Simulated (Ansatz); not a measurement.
Spectroscopic constants of CuH, closed-shell singlet (the spin of the measured ground state). No spin–orbit coupling. Cu is treated without relativity.

Constants: fifth-degree fit in 1/R to seven points, most abundant isotopes. In def2 and cc sets the state is the lowest found near the PBE0 minimum, followed along R. The singlet is held restricted. HF and MP2 rows in def2 and cc sets belong to the determinant that coupled cluster picked by its CCSD energy.

Correlated levels freeze the inner cores; with def2 sets outer-core shells near the valence are correlated too.

Codes used: Ansatz (Gaussian basis) for Hartree–Fock, density functionals and correlated methods. 

Energies at SCS-MP2/def2-TZVPP:

| R (Å) | E (hartree) |
|---|---|
| 1.377084 | -1640.26862427 |
| 1.414103 | -1640.26988402 |
| 1.448160 | -1640.27028395 |
| 1.486659 | -1640.27000317 |
| 1.525158 | -1640.26907378 |
| 1.569580 | -1640.26734167 |
| 1.621406 | -1640.26460716 |

With a reduced mass of 0.9919 u, find the minimum, the force constant and the constants.

A fifth-degree polynomial in 1/R puts the minimum at r_e = 1.4525 Å with force constant 225 N/m. Then ω_e = (1/2πc)√(k/μ) = 1962 cm⁻¹ and B_e = h/(8π²cμr_e²) = 8.056 cm⁻¹; the cubic and quartic terms give α_e = 0.27 and ω_e x_e = 36 cm⁻¹.

Ansatz is an electronic-structure program.
